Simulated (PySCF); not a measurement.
**Electric field gradients and quadrupole coupling constants**

Species: C5H12OSSi.
Z-matrix (Å and degrees, GFN2-xTB geometry), rows numbered from 1:
```
C 
O   1  1.4044
C   2  1.4121  1  113.21
Si  3  1.8948  2  104.77  1  -179.32
S   4  2.1446  3  106.83  2   174.55
C   5  1.8021  4   98.57  3   177.86
C   6  1.4955  5  119.52  4    77.50
C   6  1.4942  5  118.56  4   147.41
H   1  1.0972  2  111.11  3    60.38
H   1  1.0972  2  111.18  3   -60.69
H   1  1.0881  2  106.82  3   179.81
H   3  1.0987  2  110.32  1   -58.18
H   3  1.0989  2  110.32  1    59.61
H   4  1.4620  3  111.10  2   -67.72
H   4  1.4607  3  110.74  2    56.12
H   6  1.0805  5  111.76  4   -68.33
H   7  1.0790  6  117.74  8  -107.51
H   7  1.0799  6  118.04  8   109.10
H   8  1.0794  6  118.15  7  -109.10
H   8  1.0785  6  117.34  7   107.91
```

Field gradients from the PBE0/pcSseg-1 density (PySCF, non-relativistic), principal values in atomic units, ordered |Vxx| ≤ |Vyy| ≤ |Vzz|:

| atom | Vxx | Vyy | Vzz |
| --- | --- | --- | --- |
| O2 | 0.0252 | 2.0697 | -2.0948 |
| S5 | 0.1660 | 2.1201 | -2.2861 |

Task: Find the asymmetry η = (Vxx − Vyy)/Vzz and the couplings χ = eQV/h (234.96 MHz × Q in barn × V in au), with Q(17O) = −0.0256 b, Q(33S) = −0.0678 b.

Result: 
```json
{"atom": "O2", "environment": "ether oxygen", "nucleus": "17O", "η": "0.98", "χzz (MHz)": "12.60", "χxx (MHz)": "-0.15", "χyy (MHz)": "-12.45"}
{"atom": "S5", "environment": "sulfur bonded to C and Si", "nucleus": "33S", "η": "0.85", "χzz (MHz)": "36.42", "χxx (MHz)": "-2.65", "χyy (MHz)": "-33.77"}
```

At O2 η is above 0.9: Vyy and Vzz are nearly equal in size and opposite in sign, so a small change could swap them and flip the sign of χzz. The tensor is traceless: Vxx + Vyy + Vzz = 0.

Task: What is Vzz at O2 in SI units (1 au = 9.71736 × 10²¹ V/m²)?

Result: -2.0948 au = -20.356 × 10²¹ V/m².

Were the hydrogens deuterons (Q(2H) = 0.00286 b), χzz would run from 109 kHz (H14 and H15) to 223 kHz (H19, H18, H20 and H17).

Geometry: GFN2-xTB, one conformer, isolated molecule. GFN2-xTB bond lengths can be off by several hundredths of an ångström, more for odd bonds, and the gradients follow them. With so small a basis the couplings can be 20 % off.

The run behind these numbers computed NMR shieldings as well. The run took 49 s wall (with the writing of density and orbital grids) on an Arm Neoverse V1 with one thread, shared host with 64 logical CPUs at a one-minute load of 27, and the process peaked at 0.98 GiB of memory.
